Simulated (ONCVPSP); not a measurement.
**aluminium (Al): excitation energies, all-electron against ONCV**

ONCVPSP 4.0.1 input, shortened (lines: element, Z, core and valence counts, functional; n l f; lmax; l rc ep ncon nbas qcut; lloc lpopt rc5 dvloc0; l nproj debl; icmod fcfact rcfact), LDA (Perdew-Zunger), scalar-relativistic:

```
  Al 13.00    1    4        3      upf
    1    0    2.00
    2    0    2.00
    2    1    6.00
    3    0    2.00
    3    1    0.75
    1
    0    1.20    0.00    3    8   10.30
    1    1.20    0.00    4    8   13.10
    4    5    1.20    0.00
    0    2    2.60
    1    2    3.60
    3    1.75    1.80
```

Energies are relative to the spin-unpolarised reference configuration 2s2 2p6 3s2 3p0.75; without spin polarisation the order of configurations can differ from experiment.

```csv
valence configuration,charge,ΔE all-electron (eV),error AE − PS (meV)
2s2 2p6 3s2 3p0,+1,4.972,+0.2
2s2 2p6 3s1 3p0,+2,24.349,-1.0
2s2 2p6 3s0 3p0,+3,52.783,-7.0
```

Question: What are ΔE and the potential's error for 2s2 2p6 3s2 3p1?

Answer: ΔE = -0.875 eV all-electron; the error (AE − PS) is 0.0 meV.

Levels in the configuration 2s2 2p6 3s2 3p0:

| level | all-electron (eV) | pseudo (eV) |
| --- | --- | --- |
| 2s | -115.863 | -115.856 |
| 2p | -78.090 | -78.069 |
| 3s | -14.924 | -14.923 |
